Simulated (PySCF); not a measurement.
Species: C2H12AlNOSi.
Z-matrix (Å and degrees, PBE0-D3(BJ)/def2-SVP geometry), rows numbered from 1:
```
C 
O   1  1.3818
Al  2  1.7399  1  134.24
N   3  2.0453  2   91.89  1  -169.27
C   3  1.9853  2  115.51  1   -60.05
Si  5  1.8557  3  114.82  2   -99.99
H   1  1.1061  2  110.71  3   171.83
H   1  1.1100  2  112.97  3    52.41
H   1  1.1090  2  112.76  3   -68.82
H   3  1.6037  2  117.65  1    87.05
H   4  1.0214  3  116.48  2   162.96
H   4  1.0222  3  107.52  2    41.44
H   4  1.0209  3  109.13  2   -74.51
H   5  1.1043  3  109.81  2   137.22
H   5  1.1054  3  108.18  2    20.60
H   6  1.4985  5  116.33  3  -179.54
H   6  1.5072  5  110.78  3   -57.91
H   6  1.5047  5  110.79  3    58.30
```

All values: PBE0/pcSseg-1 and CAM-B3LYP/def2-SVPD (PySCF, non-relativistic), on one gas-phase PBE0-D3(BJ)/def2-SVP geometry that isn't relaxed in the solvent. The solvent is an IEF-PCM continuum (cavity from Bondi-type radii × 1.2). Only the electrostatic response of the medium enters.

Gas phase at PBE0/pcSseg-1: HOMO -6.77 eV, LUMO 0.16 eV, dipole 3.23 D.

Task: What does the continuum do to the energy, the frontier levels and the dipole at PBE0/pcSseg-1 in chloroform?

Result: 
```csv
solvent,ε,E(solvent) − E(gas) (kcal/mol),polarisation term (kcal/mol),distortion of the solute (kcal/mol),HOMO (eV),LUMO (eV),dipole (D)
chloroform,4.711,-8.05,-8.80,0.75,-6.88,0.72,3.78
```

The first energy column is the sum of the next two and covers electrostatics alone.

Task: Which radius a makes the point-dipole formula ΔE = −[(ε − 1)/(2ε + 1)]·μ²/a³ give the value in chloroform, with the gas-phase dipole?

Result: μ = 1.269 au and |ΔE| = 0.01282 Eh give a = 1.88 Å; the farthest nucleus lies 3.88 Å from the centroid of the nuclei, so such a sphere wouldn't even hold the nuclei. The formula assumes a rigid point dipole at the centre of a sphere.

Task: Which Hirshfeld charges (PBE0/pcSseg-1) respond most in chloroform (means over atoms taken as equivalent)?

Result: 
| atoms | environment | gas (e) | solvent (e) | change |
| --- | --- | --- | --- | --- |
| H10 | Al–H hydrogen | -0.206 | -0.225 | -0.019 |
| H11/H12/H13 | N–H hydrogen | +0.156 | +0.164 | +0.008 |
| O2 | oxygen bonded to Al and C | -0.326 | -0.332 | -0.006 |
| C1 | methoxy carbon | -0.051 | -0.054 | -0.003 |
| Al3 | aluminium bonded to C, N, O and H | +0.425 | +0.428 | +0.003 |
| N4 | nitrogen bonded to Al and 3 H | -0.153 | -0.151 | +0.002 |
| Si6 | SiH3 silicon | +0.281 | +0.282 | +0.001 |
| H14 | methylene hydrogen | +0.032 | +0.031 | -0.001 |
| H7/H8/H9 | methyl hydrogen | +0.028 | +0.029 | +0.001 |
| H16/H17/H18 | Si–H hydrogen | -0.091 | -0.091 | 0.000 |
| C5 | sp3 carbon bound to silicon | -0.315 | -0.315 | 0.000 |
| H15 | methylene hydrogen | +0.033 | +0.032 | -0.001 |

Task: Which Mayer bond orders change most in chloroform?

Result: 
| bond | length (Å) | gas | solvent | change |
| --- | --- | --- | --- | --- |
| Al3–H10 | 1.604 | 0.867 | 0.821 | -0.046 |
| Al3–N4 | 2.045 | 0.373 | 0.415 | +0.042 |
| O2–Al3 | 1.740 | 0.839 | 0.828 | -0.011 |
| Si6–H17 | 1.507 | 0.921 | 0.930 | +0.009 |
| N4–H13 | 1.021 | 0.938 | 0.929 | -0.009 |
| Si6–H16 | 1.498 | 0.943 | 0.934 | -0.009 |
| N4–H11 | 1.021 | 0.932 | 0.926 | -0.006 |
| Al3–C5 | 1.985 | 0.713 | 0.718 | +0.005 |

Gas phase at CAM-B3LYP/def2-SVPD: HOMO -8.21 eV, LUMO 0.37 eV, dipole 3.17 D.

Task: What does the continuum do to the energy, the frontier levels and the dipole at CAM-B3LYP/def2-SVPD in chloroform?

Result: 
| solvent | ε | E(solvent) − E(gas) (kcal/mol) | polarisation term (kcal/mol) | distortion of the solute (kcal/mol) | HOMO (eV) | LUMO (eV) | dipole (D) |
| --- | --- | --- | --- | --- | --- | --- | --- |
| chloroform | 4.711 | -7.97 | -8.84 | 0.87 | -8.27 | 0.85 | 3.79 |

The atom shares or the degeneracy of the LUMO differ from the gas phase in chloroform, so that column needn't follow one orbital.

Task: How does the static polarisability (CAM-B3LYP/def2-SVPD, frozen core, with the continuum's full static response) change?

Result: 
```tsv
medium	isotropic (au)	principal values (au)	⟨r²⟩ of the electrons (bohr²)
gas	95.0	86.3, 91.9, 106.9	1286.6
chloroform	116.2	108.1, 113.5, 127.2	1287.2
```

The isotropic value in chloroform is 1.22 times the gas-phase one; no cavity-field correction is applied. ⟨r²⟩ is taken about the centre of nuclear charge.

The run took about 50 s of CPU time (one thread, shared machine). This is the whole shielding run at PBE0/pcSseg-1 in chloroform, SCF included.
